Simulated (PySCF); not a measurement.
## Correlation energy of B (boron, neutral)

[He] 2s2 3s1, 2S determinant (an excited configuration). All numbers are calculated (PySCF 2.14, the non-relativistic Hamiltonian (point nucleus), in dyall-acv3z). Frozen: 1s2; 3 electrons correlated; the 18 highest virtual orbitals of each spin left out.

MP2 pair energies summed by pair of shells (mhartree):

```
 pair  energy  share (%)
2s-2s  -37.22       86.4
2s-3s   -5.88       13.6
```

Total MP2 correlation energy: -43.10 mhartree.

Same-spin part -1.97 and opposite-spin part -41.13 mhartree; SCS-MP2 scales them by 1/3 and 6/5 to -50.01 mhartree.
